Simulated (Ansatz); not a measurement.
Start from `C=[CH][InH2]` and change one atom or group to get `C=[C]([SiH3])[InH2]`.

Ansatz, PBE0-D4/def2-TZVP geometries, multiplicity 1. 

Elements past krypton have def2 core potentials.

| property | `C=[CH][InH2]` |
| --- | --- |
| HOMO energy (ωB97M-V/def2-TZVPP) / eV | -9.77 |
| HOMO–LUMO gap (PBE0/def2-TZVPP) / eV | 5.82 |
| LUMO energy (PBE0/def2-TZVPP) / eV | -1.77 |
| size of the dipole moment (PBE/def2-TZVPP) / D | 0.73 |
| HOMO–LUMO gap (B3LYP/def2-TZVPP) / eV | 5.37 |
| HOMO energy (PBE0/def2-TZVPP) / eV | -7.59 |

**Question.** What does the change do to each property? (Best estimate.)

**Answer.** Ansatz gave: 
```csv
property,`C=[C]([SiH3])[InH2]`,shift
HOMO energy (ωB97M-V/def2-TZVPP) / eV,-9.40,0.37
HOMO–LUMO gap (PBE0/def2-TZVPP) / eV,5.39,-0.43
LUMO energy (PBE0/def2-TZVPP) / eV,-1.90,-0.13
size of the dipole moment (PBE/def2-TZVPP) / D,0.72,-0.01
HOMO–LUMO gap (B3LYP/def2-TZVPP) / eV,4.94,-0.43
HOMO energy (PBE0/def2-TZVPP) / eV,-7.29,0.30
```

With PBE0 the HOMO rises by 0.30 eV and the LUMO falls by 0.13 eV, so the gap narrows by about 0.43 eV. PBE moves the HOMO by 0.22 eV and ωB97M-V by 0.37 eV. The zero-point energy changes by 40.3 kJ/mol with +9 modes. Dipoles are sizes alone; their direction can turn.

B3LYP here is the variant with VWN-RPA as its local correlation; programs differ in this.
